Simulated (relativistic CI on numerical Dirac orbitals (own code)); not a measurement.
## Fe³⁺ in a cubic cluster: L2,3 absorption with charge transfer

Computed with a charge-transfer multiplet model of a cubic metal-ligand cluster with up to 2 ligand holes, Slater and spin-orbit integrals from Dirac-Coulomb-Breit ions, Slater integrals scaled by 0.8. The ground state mixes d5 with configurations of k ligand holes L, whose averages lie at kΔ + k(k − 1)U_dd/2; a core hole lowers each added d electron by U_cd. 300 K, Lorentzian 0.4 eV and Gaussian 0.3 eV FWHM.

Atomic integrals in eV (Slater integrals scaled, ζ unscaled), ground: F2dd 9.587, F4dd 5.993, zeta_d 0.056; with the core hole: F2dd 10.208, F4dd 6.385, zeta_d 0.075, zeta_core 8.130, F2cd 5.984, G1cd 4.514, G3cd 2.566.

Cluster parameters (eV): Δ = 3.7, U_dd = 6.7, U_cd = 8.4, 10Dq = 1.25, 10Dq(ligand) = 1.6, final-state hopping factor = 1.

Weights, n_d and S are thermal averages at 300 K. Photon energies count from the first peak over 30 % of the highest in each spectrum, which can be another peak from case to case. The parameters are a model scan and need not match a compound or its usual spin state. Peaks in eV (height, largest 100): 0.0 (36), 2.0 (50), 3.5 (100), 5.7 (13), 15.6 (51), 17.3 (10).

Q: Which parameters give this spectrum?
A. V(eg) = 2.3 eV, V(t2g) = -0.97 eV
B. V(eg) = 3.2 eV, V(t2g) = -1.35 eV
C. V(eg) = 3.8 eV, V(t2g) = -1.6 eV

A: C. V(eg) = 3.8 eV, V(t2g) = -1.6 eV; the ground state then has 5.67 d electrons and S = 0.54. The choice follows from running the model for each set and comparing peak positions and heights.
